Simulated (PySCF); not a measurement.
C8H13P.
Cartesian coordinates in Å at the PBE0-D3(BJ)/def2-SVP level; atoms count from 1:
```xyz
22
C8H13P angstrom
C      1.8404    1.6131   -1.2098
C      1.4511    0.3890   -0.4499
C      2.0287   -0.0728    0.6696
C      1.4329   -1.2909    1.3125
C      0.4809   -1.9353    0.2954
P      0.0267   -0.6558   -0.9855
C     -1.3307    0.2521   -0.1426
C     -2.7532   -0.0816   -0.5094
C     -2.1573    1.2117   -0.9588
H      2.6923    2.1286   -0.7416
H      2.1110    1.3661   -2.2491
H      0.9991    2.3243   -1.2660
H      2.8817    0.4358    1.1356
H      0.8994   -0.9965    2.2362
H      2.2113   -2.0008    1.6381
H     -0.4248   -2.3653    0.7484
H      0.9896   -2.7513   -0.2415
H     -1.1453    0.5372    0.8999
H     -3.5005   -0.0629    0.2884
H     -2.9153   -0.8597   -1.2618
H     -2.4866    2.1356   -0.4768
H     -1.9120    1.3194   -2.0200
```

Computed with PySCF at PBE0/pcSseg-1, non-relativistic, on one gas-phase PBE0-D3(BJ)/def2-SVP geometry that isn't relaxed in the solvent. The solvent is an IEF-PCM continuum (Bondi radii, 1.10 Å for H, scaled by 1.2). Only the electrostatic response of the medium enters.

| run | E − E(gas) (kcal/mol) | HOMO (eV) | HOMO–LUMO gap (eV) | dipole (D) |
| --- | --- | --- | --- | --- |
| gas | 0.00 | -6.27 | 6.47 | 1.42 |
| P | -2.57 | -6.34 | 6.55 | 1.94 |
| Q | -3.01 | -6.37 | 6.57 | 2.05 |

Question: The runs were made in acetone and tetrahydrofuran. Which run belongs to which solvent?

Answer: P = tetrahydrofuran, Q = acetone. The dielectric constants are 7.426 (tetrahydrofuran), 20.49 (acetone), and the energy falls further as ε rises. In this model the ground state sees the solvent through ε alone.

Question: How constant is the ratio of the lowering to (ε − 1)/(2ε + 1)?

Answer: 
```csv
solvent,(ε − 1)/(2ε + 1),E − E(gas) (kcal/mol),ratio (kcal/mol),polarisation term (kcal/mol)
tetrahydrofuran,0.405,-2.57,-6.3,-2.87
acetone,0.464,-3.01,-6.5,-3.44
```

The ratio changes by +2.4 % in size from tetrahydrofuran to acetone. The polarisation term is half the interaction of the solute with the induced surface charges.
